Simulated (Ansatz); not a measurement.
`C[O][SnH]([OH])[OH]` → `C[O]`• + `[OH][SnH][OH]`•  (homolysis of the O–Sn bond)

Program: Ansatz. Geometries: PBE0-D4/def2-TZVP. ΔE: electronic, gas phase. CCSD(T)/CBS is the MP2 limit (def2-TZVPP, def2-QZVPP) plus CCSD(T) − MP2 in def2-TZVPP, frozen cores. DFT in def2-TZVPP. B3LYP here is the variant with VWN-RPA as its local correlation; programs differ in this. HSE06 is defined as in plane-wave codes. No spin–orbit coupling; open shells (•) take unrestricted orbitals. Elements past krypton have def2 core potentials. For Sn outer-core shells are correlated without core-valence functions, which leaves a few kJ/mol of doubt a bond. Each species was taken in one conformer, which may not be the lowest.

```
             level  ΔE (eV)  difference from CCSD(T)/CBS
            PBE-D4     3.23                        -0.55
         r2SCAN-D4     3.19                        -0.59
           PBE0-D4     3.29                        -0.49
           ωB97X-V     3.53                        -0.25
            revPBE     2.91                        -0.87
              BLYP     2.90                        -0.88
              PBE0     3.21                        -0.57
             B3LYP     3.07                        -0.71
           r2SCAN0     3.15                        -0.63
             HSE06     3.21                        -0.57
             BHLYP     3.10                        -0.68
         CAM-B3LYP     3.29                        -0.49
           LC-ωPBE     3.44                        -0.34
      MP2/def2-SVP     3.81                         0.03
     CCSD/def2-SVP     3.39                        -0.39
SCS-MP2/def2-TZVPP     3.87                         0.09
       CCSD(T)/CBS     3.78                            0
```

Largest T1 diagnostic among the species: 0.019.

From BLYP to BHLYP (50 % exact exchange), in def2-TZVPP and without D4, ΔE moves by +0.20 eV. The D4 term adds +0.14 eV with B3LYP and +0.08 eV with PBE0; it sums over pairs of atoms, weighted by their polarisabilities, and B3LYP, whose exchange is more repulsive, gets the larger term.
